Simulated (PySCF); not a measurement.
Computed shifts of a molecule C2H6BClO, KT2/pcSseg-1 (PySCF), GIAO, gas phase, atoms alike by connectivity averaged where their shifts nearly agree, in ppm (number of nuclei): ¹³C: 16.2 (1), 13.4 (1). ¹H: 5.40 (1), 1.44 (1), 1.32 (3), 1.18 (1). References: ¹¹B against BF3 (σ = 89.8 ppm); ³⁵Cl against HCl (σ = 945.4 ppm); ¹³C against TMS (σ = 185.1 ppm); ¹H against TMS (σ = 31.47 ppm); ¹⁷O against H2O (σ = 330.4 ppm), references at their B3LYP-D3(BJ)/def2-TZVP geometries, non-relativistic (without spin–orbit terms, shifts of atoms bonded to Cl or Br come out too high). Geometry optimised at PBE0-D3(BJ)/def2-SVP. Other conformers were not sampled.

Which structure fits?
A. CCB(O)Cl
B. COB(C)Cl
C. CCOBCl

A, CCB(O)Cl
